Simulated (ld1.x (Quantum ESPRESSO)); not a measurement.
# How hard is this Hg (Z = 80) PAW potential?

Hg, PAW, made with ld1.x (Quantum ESPRESSO) 7.5 (PBEsol, scalar-relativistic). Core [Xe] 4f14, reference 5d10 6s2 6p0. Waves: 6s (bound): rcut 2.25, rcutus 2.55 bohr; 6s channel at 0.3 Ry: rcut 2.25, rcutus 2.55 bohr; 6p (bound, empty): rcut 2.55, rcutus 3.50 bohr; 6p channel at 3.05 Ry: rcut 2.55, rcutus 3.50 bohr; 5d (bound): rcut 2.00, rcutus 2.40 bohr; 5d channel at 3.2 Ry: rcut 2.00, rcutus 2.40 bohr; 5f channel at 0.15 Ry: rcut 2.35, rcutus 2.70 bohr. Local part: all-electron potential smoothed inside 2.10 bohr (lloc = -1). Core correction: Bessel-smoothed model core inside 2.00 bohr. Augmentation charge: PSQ, inside the norm-conserving radii.

The pseudo-atom Hamiltonian at the reference potential is diagonalised in spherical Bessel functions j_l(qr) that vanish at 20 bohr, with q² up to the cutoff. All-electron valence levels (Ry): 6s -0.5046, 6p -0.0728, 5d -0.7261.

Q: How do the lowest levels (Ry) of each channel move with the cutoff, and are there ghosts?

A:

| cutoff (Ry) | s #1 | p #1 | d #1 | d #2 | f #1 | f #2 | Σ f·Δε (mRy) |
| --- | --- | --- | --- | --- | --- | --- | --- |
| 8 | -0.5046 | -0.0728 | 0.0591 | 0.1132 | 0.1161 | 0.2462 | 7852.1 |
| 10 | -0.5046 | -0.0728 | -0.1455 | 0.0736 | 0.1161 | 0.2462 | 5806.6 |
| 15 | -0.5047 | -0.0728 | -0.7092 | 0.0701 | 0.1161 | 0.2462 | 169.6 |
| 18 | -0.5047 | -0.0728 | -0.7253 | 0.0700 | 0.1161 | 0.2462 | 8.0 |
| 25 | -0.5047 | -0.0728 | -0.7256 | 0.0700 | 0.1161 | 0.2462 | 4.9 |
| 30 | -0.5047 | -0.0728 | -0.7260 | 0.0700 | 0.1161 | 0.2462 | 1.2 |
| 40 | -0.5047 | -0.0728 | -0.7261 | 0.0700 | 0.1161 | 0.2462 | 0.4 |
| 45 | -0.5047 | -0.0728 | -0.7261 | 0.0700 | 0.1161 | 0.2462 | 0.2 |
| 400 | -0.5047 | -0.0728 | -0.7261 | 0.0700 | 0.1161 | 0.2462 | 0.0 |

Result: no extra level below or beside the all-electron valence levels (s, p, d, f tested); 10 mRy is reached at 18 Ry and 1 mRy at 35 Ry.
